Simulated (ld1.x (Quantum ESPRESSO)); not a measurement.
An all-electron radial function and its pseudo partner (indium (In))

Columns: radius, all-electron u(r) and pseudo u(r) of the 5s shell (level -9.00 eV) of indium in the configuration [Kr] 4d10 5s1.5 5p1.5; LDA (PZ), scalar-relativistic, ultrasoft scheme, ld1.x (Quantum ESPRESSO) 7.5.

| r (bohr) | all-electron | pseudo |
| --- | --- | --- |
| 0.155 | 0.0234 | 0.0817 |
| 0.310 | 0.1770 | 0.1624 |
| 0.465 | -0.1349 | 0.2410 |
| 0.620 | -0.3225 | 0.3165 |
| 0.775 | -0.2865 | 0.3879 |
| 0.930 | -0.1212 | 0.4541 |
| 1.085 | 0.0821 | 0.5144 |
| 1.240 | 0.2725 | 0.5676 |
| 1.395 | 0.4286 | 0.6132 |
| 1.550 | 0.5455 | 0.6503 |
| 1.705 | 0.6259 | 0.6784 |
| 1.860 | 0.6750 | 0.6969 |
| 2.015 | 0.6988 | 0.7055 |
| 2.170 | 0.7031 | 0.7041 |
| 2.325 | 0.6926 | 0.6926 |
| 2.480 | 0.6715 | 0.6715 |
| 2.635 | 0.6428 | 0.6428 |
| 2.790 | 0.6091 | 0.6091 |
| 2.945 | 0.5725 | 0.5725 |
| 3.100 | 0.5345 | 0.5345 |
| 3.255 | 0.4961 | 0.4961 |
| 3.410 | 0.4582 | 0.4582 |
| 3.565 | 0.4215 | 0.4215 |
| 3.720 | 0.3863 | 0.3863 |
| 3.875 | 0.3529 | 0.3529 |
| 4.030 | 0.3215 | 0.3215 |

Q: How many radial nodes do the two functions have?

A: The all-electron 5s function has n − l − 1 = 4 (the table is too coarse to show those close to the nucleus); the pseudo-wave has 0, since the states of the same l below it are removed with the core.

Q: At about which radius was the pseudo-wave matched?

A: 2.35 bohr, where the columns begin to agree (steps of 0.15 bohr).

Q: Where does each function peak?

A: Outermost all-electron maximum near 2.17 bohr, pseudo maximum near 2.02 bohr (to the table’s step).

Q: Is the pseudo-wave norm-conserving?

A: No, it belongs to an ultrasoft set: the norm inside the radius is not constrained, and the difference is carried by the augmentation charge.
